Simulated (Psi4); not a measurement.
Sb2, charge +1, doublet, geometry from GFN2-xTB (a state made from the parent by changing its charge; the spin is typed, not shown lowest) (core potentials on Sb); Psi4 with B3LYP/def2-QZVPP.

The Psi4 input:
```
memory 2 GB

molecule {
1 2
  Sb   -0.00000000   -0.00000000   -1.34486088
  Sb    0.00000000    0.00000000    1.34486088
}

set basis def2-qzvpp
set reference uks

energy('b3lyp')
print_variables()
```

What the program printed (banner, timings and long lists left out):

```
   => Loading Basis Set <=

    Name: DEF2-QZVPP
    Role: ORBITAL
    Keyword: BASIS

    !!!  WARNING: ECP capability is in beta. Please check occupations closely.  !!!

         ---------------------------------------------------------
                                   SCF
               by Justin Turney, Rob Parrish, Andy Simmonett
                          and Daniel G. A. Smith
                              UKS Reference
         ---------------------------------------------------------

  ==> Geometry <==

    Molecular point group: d2h
    Full point group: D_inf_h

    Geometry (in Angstrom), charge = 1, multiplicity = 2:

       Center              X                  Y                   Z               Mass
    ------------   -----------------  -----------------  -----------------  -----------------
         SB           0.000000000000     0.000000000000    -1.344860880000   120.903812000000
         SB           0.000000000000     0.000000000000     1.344860880000   120.903812000000

  Running in d2h symmetry.

  Rotational constants: A = ************  B =      0.03855  C =      0.03855 [cm^-1]
  Rotational constants: A = ************  B =   1155.55997  C =   1155.55997 [MHz]
  Nuclear repulsion =  104.075725826908624

  Charge       = 1
  Multiplicity = 2
  Electrons    = 45
  Nalpha       = 23
  Nbeta        = 22

  ==> Algorithm <==

  SCF Algorithm Type is DF.
  DIIS enabled.
  MOM disabled.
  Fractional occupation disabled.
  Guess Type is SAD.
  Energy threshold   = 1.00e-06
  Density threshold  = 1.00e-06
  Integral threshold = 1.00e-12

  ==> Primary Basis <==

  Basis Set: DEF2-QZVPP
    Blend: DEF2-QZVPP
    Number of shells: 44
    Number of basis functions: 164
    Number of Cartesian functions: 208
    Spherical Harmonics?: true
    Max angular momentum: 4

  Core potential: DEF2-QZVPP
    Number of shells: 8
    Number of ECP primitives: 36
    Number of ECP core electrons: 56
    Max angular momentum: 3

  ==> DFT Potential <==

   => LibXC <=

    Version 7.1.2
    S. Lehtola, C. Steigemann, M. J. T. Oliveira, and M. A. L. Marques,  SoftwareX 7, 1–5 (2018) (10.1016/j.softx.2017.11.002)

   => Composite Functional: B3LYP <=

    B3LYP Hyb-GGA Exchange-Correlation Functional

    P. J. Stephens, F. J. Devlin, C. F. Chabalowski, and M. J. Frisch,  J. Phys. Chem. 98, 11623 (1994) (10.1021/j100096a001)

    Deriv               =              1
    GGA                 =           TRUE
    Meta                =          FALSE

[...]
   @S   Observed:                5.000000000E-01

    Orbital Energies [Eh]
    ---------------------

    Alpha Occupied:

[...]
    Alpha Virtual:

[...]
    Beta Occupied:

[...]
       3B2u   -0.429725

    Beta Virtual:

[...]
      32B1u   75.298799

    Final Occupation by Irrep:
             Ag   B1g   B2g   B3g    Au   B1u   B2u   B3u
    DOCC [     6,    1,    2,    2,    1,    5,    3,    2 ]
    SOCC [     0,    0,    0,    0,    0,    0,    0,    1 ]
    NA   [     6,    1,    2,    2,    1,    5,    3,    3 ]
    NB   [     6,    1,    2,    2,    1,    5,    3,    2 ]

  @DF-UKS Final Energy:  -480.38765100478679

   => Energetics <=

    Nuclear Repulsion Energy =            104.0757258269086236
    One-Electron Energy =               -1037.0889881162797792
    Two-Electron Energy =                 483.9718026903602208
    DFT Exchange-Correlation Energy =     -31.3461914057758761
    Empirical Dispersion Energy =           0.0000000000000000
    VV10 Nonlocal Energy =                  0.0000000000000000
    Total Energy =                       -480.3876510047867896

  UHF NO Occupations:
  HONO-2 :    5B1u 1.9997688
  HONO-1 :    6 Ag 1.9996854
  HONO-0 :    3B3u 1.0000000
  LUNO+0 :    7 Ag 0.0003146
  LUNO+1 :    6B1u 0.0002312
  LUNO+2 :    8 Ag 0.0001262
  LUNO+3 :    4B2u 0.0000960

Computation Completed

Properties will be evaluated at   0.000000,   0.000000,   0.000000 [a0]

Properties computed using the SCF density matrix

 Multipole Moments:

 ------------------------------------------------------------------------------------
     Multipole            Electronic (a.u.)      Nuclear  (a.u.)        Total (a.u.)
 ------------------------------------------------------------------------------------

 L = 1.  Multiply by 2.5417464519 to convert [e a0] to [Debye]
 Dipole X            :          0.0000000            0.0000000            0.0000000
 Dipole Y            :          0.0000000            0.0000000            0.0000000
 Dipole Z            :          0.0000000            0.0000000            0.0000000
 Magnitude           :                                                    0.0000000

 ------------------------------------------------------------------------------------

  Variable Map:
  ----------------------------------------------------------------------------
[...]
  Array Variable Map:
  ----------------------------------------------------------------------------
[...]
[...]
```
